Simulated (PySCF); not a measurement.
Te(OH)(SiH3) (H4OSiTe), SMILES O[Te][SiH3].

The structure is a stationary point at r2SCAN-D4/def2-SVP. The def2 effective core potentials stand for the cores of Te; spin–orbit coupling is left out. One conformer was computed; it need not be the lowest.

The numbers are results of TDDFT-B3LYP/def2-SVPD run with PySCF, not measurements.

Vertical excitations. Isolated molecule, no solvent.

```csv
state,energy (eV),λ (nm),f,main pairs
S1,2.78,446,0.001,HOMO→LUMO 100 %
S2,4.13,300,0.001,HOMO−1→LUMO 97 %
S3,4.54,273,0.011,HOMO→LUMO+1 99 %
S4,5.33,233,0.045,HOMO→LUMO+2 99 %
S5,5.94,209,0.003,"HOMO→LUMO+3 44 %, HOMO−2→LUMO 27 %, HOMO→LUMO+4 12 %, HOMO−1→LUMO+1 10 %"
S6,6.05,205,0.013,"HOMO−2→LUMO 48 %, HOMO−1→LUMO+1 32 %, HOMO→LUMO+3 8 %"
S7,6.13,202,0.026,"HOMO→LUMO+4 50 %, HOMO→LUMO+3 30 %, HOMO→LUMO+6 8 %"
S8,6.18,201,0.010,"HOMO→LUMO+5 62 %, HOMO→LUMO+6 22 %"
S9,6.33,196,0.050,"HOMO→LUMO+6 65 %, HOMO→LUMO+5 31 %"
S10,6.50,191,0.019,HOMO→LUMO+7 87 %
T1,2.14,580,0,HOMO→LUMO 99 %
T2,3.54,351,0,HOMO−1→LUMO 98 %
T3,4.11,302,0,HOMO→LUMO+1 98 %
T4,5.14,241,0,HOMO→LUMO+2 95 %
```
Triplets are in the Tamm–Dancoff approximation, which puts them higher than full response would, so one can lie above its singlet here.
